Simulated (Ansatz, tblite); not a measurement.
Isomers of Pd4S3 (singlet), found by a short tight-binding search and relaxed with r2SCAN-D4/def2-SVP in Ansatz.

In the def2 sets Pd takes a core potential; there is no spin–orbit coupling. The xTB rows come from tblite. HSE06 is defined as in plane-wave codes, on full-range PBE exchange. Correlated methods freeze 15 core orbitals; core or outer-core shells of Pd are correlated, in sets that lack core-valence functions.

Run but left out: HF/def2-TZVP, MP2/def2-TZVP (A: restricted singlet, unstable towards broken spin symmetry).

A: The restricted singlet is unstable towards broken spin symmetry in Hartree–Fock (as tested in another run); at LDA (SPW92)/def2-TZVP, PBE-D4/def2-SVP, PBE-D4/def2-TZVP, r2SCAN-D4/def2-TZVP and others this wasn't settled. B: The restricted singlet is unstable towards broken spin symmetry in Hartree–Fock (as tested in another run); at LDA (SPW92)/def2-TZVP, PBE-D4/def2-SVP, PBE-D4/def2-TZVP, r2SCAN-D4/def2-TZVP and others this wasn't settled. C: The restricted singlet is unstable towards broken spin symmetry in Hartree–Fock (as tested in another run); at LDA (SPW92)/def2-TZVP, PBE-D4/def2-SVP, r2SCAN-D4/def2-TZVP, PBE0-D4/def2-SVP and others this wasn't settled. This restricted singlet of an open-shell metal (gap down to 0.52 eV) wasn't tested against broken symmetry. D: The restricted singlet is unstable towards broken spin symmetry in Hartree–Fock (as tested in another run); at LDA (SPW92)/def2-TZVP, PBE-D4/def2-SVP, r2SCAN-D4/def2-TZVP, PBE0-D4/def2-SVP and others this wasn't settled. This restricted singlet of an open-shell metal (gap down to 0.45 eV) wasn't tested against broken symmetry. E: The restricted singlet is unstable towards broken spin symmetry in Hartree–Fock (as tested in another run); at LDA (SPW92)/def2-TZVP, PBE-D4/def2-SVP, r2SCAN-D4/def2-TZVP, PBE0-D4/def2-SVP and others this wasn't settled.

Other spin states weren't relaxed.

A:

```xyz
7

Pd    0.974    0.940   -0.535
Pd   -1.270   -0.787   -0.479
Pd   -1.071    1.494    1.125
Pd    1.170   -1.658   -1.247
S    -1.186    1.482   -1.193
S    -0.396   -0.612    1.607
S     1.779   -0.859    0.721
```

B:

```xyz
7

Pd   -1.150   -1.093   -1.171
Pd    1.592   -0.559   -1.020
Pd   -1.643    0.963    0.512
Pd    1.099    1.497    0.662
S    -0.130    1.035   -1.303
S     0.334   -1.834    0.414
S    -0.103   -0.009    1.907
```

C:

```xyz
7

Pd    0.773   -1.022   -1.406
Pd    1.550    0.916    0.615
Pd   -0.805    1.388   -1.022
Pd   -0.893   -0.755    1.067
S     1.384   -1.343    0.756
S    -0.532    1.585    1.223
S    -1.476   -0.770   -1.233
```

D:

```csv
atom,x (Å),y (Å),z (Å)
Pd1,0.7052,-0.7956,-2.1104
Pd2,-1.0949,-0.5669,1.0068
Pd3,-0.7162,1.4019,-1.2493
Pd4,1.5101,-0.5478,0.3402
S5,0.7439,-0.0015,2.5512
S6,0.2560,1.3331,0.7759
S7,-1.4041,-0.8232,-1.3144
```

E:

Cartesian coordinates in Å:
```
Pd 1.222 -1.171 -0.773
Pd -0.441 1.768 -0.385
Pd -1.430 -0.866 -0.827
Pd 0.336 0.420 1.783
S -1.788 0.443 0.976
S 0.129 0.357 -2.051
S 1.971 -0.950 1.276
```

Question: Estimate their order by electronic energy at PBE0-D4/def2-TZVP, counted from the lowest.

Answer: C (0.00) < E (0.54) < A (1.10) < B (1.13) < D (1.14), in eV. Gaps under about 2 kJ/mol are ties within the noise of geometry and basis.

Question: Do the other levels pick the same lowest one?

Answer: All that were run do. Energies above each level's lowest (eV):

```
                level     A     B     C     D     E
             GFN1-xTB  0.53  0.39  0.00  0.53  0.47
             GFN2-xTB  0.77  0.89  0.00  0.58  0.22
LDA (SPW92)/def2-TZVP  1.18  1.45  0.00  1.54  0.29
      PBE-D4/def2-SVP  1.15  1.29  0.00  1.48  0.28
     PBE-D4/def2-TZVP  1.15  1.34  0.00  1.41  0.28
  r2SCAN-D4/def2-TZVP  1.22  1.44  0.00  1.47  0.27
     PBE0-D4/def2-SVP  1.12  1.09  0.00  1.21  0.55
    PBE0-D4/def2-TZVP  1.10  1.13  0.00  1.14  0.54
 r2SCAN0-D4/def2-TZVP  1.15  1.20  0.00  1.16  0.54
   HSE06-D4/def2-TZVP  1.10  1.14  0.00  1.14  0.53
    RPA@PBE/def2-TZVP  1.23  1.52  0.00  1.62  0.30
```
Point groups (tolerance 0.1 Å): A not assigned, B C2v, C C3v, D not assigned, E not assigned. Lower isomers may exist.
